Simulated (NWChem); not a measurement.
Everything below was run with NWChem. System: F$_{2}$Mg, charge 0, spin multiplicity 1, at a geometry optimised with PBE/def2-SVP. The structure started from a generated list of species. Level: PBE0/cc-pVTZ.

Part of the output:

```
             Northwest Computational Chemistry Package (NWChem) 7.3.0
             --------------------------------------------------------

                                NWChem Input Module
                                -------------------

 Scaling coordinates for geometry "geometry" by  1.889725989
 (inverse scale =  0.529177249)

 Turning off AUTOSYM since
 SYMMETRY directive was detected!

                             Geometry "geometry" -> ""
                             -------------------------

 Output coordinates in angstroms (scale by  1.889725989 to convert to a.u.)

  No.       Tag          Charge          X              Y              Z
 ---- ---------------- ---------- -------------- -------------- --------------
    1 Mg                  12.0000     0.00000000     0.00000000     0.00000000
    2 F                    9.0000     0.00000000     0.00000000     1.76819600
    3 F                    9.0000     0.00000000     0.00000000    -1.76819600

 Effective nuclear repulsion energy (a.u.)      76.7640942341

            Nuclear Dipole moment (a.u.)
            ----------------------------
        X                 Y               Z
 ---------------- ---------------- ----------------
     0.0000000000     0.0000000000     0.0000000000

      Symmetry information
      --------------------

 Group name             D2h
 Group number             26
 Group order               8
 No. of unique centers     2

      Symmetry unique atoms

     1    2


 Summary of "ao basis" -> "" (spherical)
 ------------------------------------------------------------------------------
       Tag                 Description            Shells   Functions and Types
 ---------------- ------------------------------  ------  ---------------------
 *                          cc-pvtz                   on all atoms

                                 NWChem DFT Module
                                 -----------------

 Summary of "ao basis" -> "ao basis" (spherical)
 ------------------------------------------------------------------------------
       Tag                 Description            Shells   Functions and Types
 ---------------- ------------------------------  ------  ---------------------
 Mg                         cc-pvtz                 12       34   5s4p2d1f
 F                          cc-pvtz                 10       30   4s3p2d1f

 Summary of "ao basis" -> "ao basis" (spherical)
 ------------------------------------------------------------------------------
       Tag                 Description            Shells   Functions and Types
 ---------------- ------------------------------  ------  ---------------------
 Mg                         cc-pvtz                 12       34   5s4p2d1f
 F                          cc-pvtz                 10       30   4s3p2d1f

      Symmetry analysis of basis
      --------------------------

        ag         22
        au          4
        b1g         5
        b1u        19
        b2g         9
        b2u        13
        b3g         9
        b3u        13

            General Information
            -------------------
          SCF calculation type: DFT
          Wavefunction type:  closed shell.
          No. of atoms     :     3
          No. of electrons :    30
           Alpha electrons :    15
            Beta electrons :    15
          Charge           :     0
          Spin multiplicity:     1
          Use of symmetry is: on ; symmetry adaption is: on
          Maximum number of iterations: 100
          AO basis - number of functions:    94
                     number of shells:    32
          Convergence on energy requested:  1.00D-06
          Convergence on density requested:  1.00D-05
          Convergence on gradient requested:  5.00D-04

              XC Information
              --------------
                         PBE0 Method XC Functional
                     Hartree-Fock (Exact) Exchange  0.250
          PerdewBurkeErnzerhof Exchange Functional  0.750
            Perdew 1991 LDA Correlation Functional  1.000 local
           PerdewBurkeErnz. Correlation Functional  1.000 non-local

             Grid Information
             ----------------
          Grid used for XC integration:  medium
[...]
 !! scf_movecs_sym_adapt:   38 vectors were symmetry contaminated

  Symmetry fudging

 !! scf_movecs_sym_adapt:   30 vectors were symmetry contaminated

   convergence    iter        energy       DeltaE   RMS-Dens  Diis-err    time
 ---------------- ----- ----------------- --------- --------- ---------  ------
 d= 0,ls=0.0,diis     1   -399.5511757314 -4.76D+02  1.08D-02  1.24D+00     1.7

 !! scf_movecs_sym_adapt:   34 vectors were symmetry contaminated

  Symmetry fudging

 !! scf_movecs_sym_adapt:   20 vectors were symmetry contaminated

 d= 0,ls=0.0,diis     2   -399.3040489412  2.47D-01  5.99D-03  4.81D+00     1.8

 !! scf_movecs_sym_adapt:   36 vectors were symmetry contaminated

  Symmetry fudging

 !! scf_movecs_sym_adapt:   16 vectors were symmetry contaminated

 d= 0,ls=0.0,diis     3   -399.6801542151 -3.76D-01  3.28D-04  2.19D-03     1.8

 !! scf_movecs_sym_adapt:   30 vectors were symmetry contaminated

  Symmetry fudging

 !! scf_movecs_sym_adapt:   14 vectors were symmetry contaminated

 d= 0,ls=0.0,diis     4   -399.6803086388 -1.54D-04  5.92D-05  1.66D-04     1.9

 !! scf_movecs_sym_adapt:   32 vectors were symmetry contaminated

  Symmetry fudging

 !! scf_movecs_sym_adapt:   14 vectors were symmetry contaminated

 d= 0,ls=0.0,diis     5   -399.6803198669 -1.12D-05  7.96D-06  1.09D-06     1.9

 !! scf_movecs_sym_adapt:   32 vectors were symmetry contaminated

  Symmetry fudging

 !! scf_movecs_sym_adapt:   14 vectors were symmetry contaminated

 d= 0,ls=0.0,diis     6   -399.6803199983 -1.31D-07  2.49D-06  7.10D-08     2.0

         Total DFT energy =     -399.680319998289
      One electron energy =     -713.340456500914
           Coulomb energy =      274.176727064729
    Exchange-Corr. energy =      -37.280684796240
 Nuclear repulsion energy =       76.764094234136

 Numeric. integr. density =       30.000000923175

     Total iterative time =      1.1s

                  Occupations of the irreducible representations
                  ----------------------------------------------

                     irrep           alpha         beta
                     --------     --------     --------
                     ag                5.0          5.0
                     au                0.0          0.0
                     b1g               0.0          0.0
                     b1u               4.0          4.0
                     b2g               1.0          1.0
                     b2u               2.0          2.0
                     b3g               1.0          1.0
                     b3u               2.0          2.0

                       DFT Final Molecular Orbital Analysis
                       ------------------------------------

 Vector   13  Occ=2.000000D+00  E=-3.714919D-01  Symmetry=b2u
              MO Center= -1.4D-31,  1.5D-16,  4.4D-17, r^2= 3.5D+00
   Bfn.  Coefficient  Atom+Function         Bfn.  Coefficient  Atom+Function
  ----- ------------  ---------------      ----- ------------  ---------------
    43      0.305543  2 F  py                73      0.305543  3 F  py
    40      0.261952  2 F  py                70      0.261952  3 F  py
    46      0.247247  2 F  py                76      0.247247  3 F  py
    13      0.088233  1 Mg py                10      0.066222  1 Mg py
    30      0.029815  1 Mg f -1

 Vector   14  Occ=2.000000D+00  E=-3.685361D-01  Symmetry=b3g
              MO Center= -2.7D-30, -2.3D-16,  1.7D-16, r^2= 3.5D+00
   Bfn.  Coefficient  Atom+Function         Bfn.  Coefficient  Atom+Function
  ----- ------------  ---------------      ----- ------------  ---------------
    43      0.310841  2 F  py                73     -0.310841  3 F  py
    40      0.265377  2 F  py                70     -0.265377  3 F  py
    46      0.251099  2 F  py                76     -0.251099  3 F  py
    19      0.069809  1 Mg d -1              24      0.036590  1 Mg d -1

 Vector   15  Occ=2.000000D+00  E=-3.685361D-01  Symmetry=b2g
              MO Center=  2.3D-16, -4.2D-30, -2.2D-17, r^2= 3.5D+00
   Bfn.  Coefficient  Atom+Function         Bfn.  Coefficient  Atom+Function
  ----- ------------  ---------------      ----- ------------  ---------------
    42      0.310841  2 F  px                72     -0.310841  3 F  px
    39      0.265377  2 F  px                69     -0.265377  3 F  px
    45      0.251099  2 F  px                75     -0.251099  3 F  px
    21     -0.069809  1 Mg d  1              26     -0.036590  1 Mg d  1

 Vector   16  Occ=0.000000D+00  E=-6.281518D-02  Symmetry=ag
              MO Center= -8.1D-15, -8.3D-15, -3.3D-13, r^2= 5.0D+00
   Bfn.  Coefficient  Atom+Function         Bfn.  Coefficient  Atom+Function
  ----- ------------  ---------------      ----- ------------  ---------------
     5      0.721953  1 Mg s                  3      0.224019  1 Mg s
     4      0.135314  1 Mg s                 20     -0.133255  1 Mg d  0
     2     -0.099966  1 Mg s                 44      0.093392  2 F  pz
    74     -0.093392  3 F  pz                25     -0.089010  1 Mg d  0
    38     -0.082576  2 F  s                 68     -0.082576  3 F  s

 Vector   17  Occ=0.000000D+00  E= 6.532835D-03  Symmetry=b3u
              MO Center=  8.2D-15, -4.7D-31,  4.2D-18, r^2= 8.6D+00
   Bfn.  Coefficient  Atom+Function         Bfn.  Coefficient  Atom+Function
  ----- ------------  ---------------      ----- ------------  ---------------
    15      0.806514  1 Mg px                12      0.191442  1 Mg px
     9      0.169501  1 Mg px                45     -0.115513  2 F  px
    75     -0.115513  3 F  px                42     -0.086866  2 F  px
    72     -0.086866  3 F  px                39     -0.079163  2 F  px
    69     -0.079163  3 F  px                 6      0.032236  1 Mg px

 Vector   18  Occ=0.000000D+00  E= 6.532836D-03  Symmetry=b2u
              MO Center= -5.0D-31,  8.4D-15, -1.1D-17, r^2= 8.6D+00
   Bfn.  Coefficient  Atom+Function         Bfn.  Coefficient  Atom+Function
  ----- ------------  ---------------      ----- ------------  ---------------
    16      0.806514  1 Mg py                13      0.191442  1 Mg py
    10      0.169501  1 Mg py                46     -0.115513  2 F  py
    76     -0.115513  3 F  py                43     -0.086866  2 F  py
    73     -0.086866  3 F  py                40     -0.079163  2 F  py
    70     -0.079163  3 F  py                 7      0.032236  1 Mg py

 center of mass
 --------------
 x =   0.00000000 y =   0.00000000 z =   0.00000000

 moments of inertia (a.u.)
 ------------------
         424.234029445911           0.000000000000           0.000000000000
           0.000000000000         424.234029445911           0.000000000000
           0.000000000000           0.000000000000           0.000000000000

     Multipole analysis of the density
     ---------------------------------

     L   x y z        total         alpha         beta         nuclear
     -   - - -        -----         -----         ----         -------
     0   0 0 0     -0.000000    -15.000000    -15.000000     30.000000

     1   1 0 0      0.000000      0.000000      0.000000      0.000000
     1   0 1 0     -0.000000     -0.000000     -0.000000      0.000000
     1   0 0 1     -0.000000     -0.000000     -0.000000      0.000000

     2   2 0 0    -11.640247     -5.820124     -5.820124      0.000000
     2   1 1 0     -0.000000     -0.000000     -0.000000      0.000000
     2   1 0 1     -0.000000     -0.000000     -0.000000      0.000000
     2   0 2 0    -11.640247     -5.820124     -5.820124      0.000000
     2   0 1 1     -0.000000     -0.000000     -0.000000      0.000000
     2   0 0 2    -25.128304   -113.049095   -113.049095    200.969885

 Task  times  cpu:        2.0s     wall:        2.0s

 Total times  cpu:        2.0s     wall:        2.0s
```

**Question.** Write an NWChem input that would produce this output.

**Answer.** One answer among several that fit: 
```
start mol
memory heap 200 mb stack 900 mb global 1100 mb
geometry units angstroms nocenter noautoz
  Mg     0.000000     0.000000     0.000000
  F      0.000000     0.000000     1.768196
  F      0.000000     0.000000    -1.768196
  symmetry group D2h
end
basis spherical
  * library cc-pvtz
end
dft
  xc pbe0
  semidirect memsize 60000000 filesize 0
  iterations 100
end
task dft energy
```
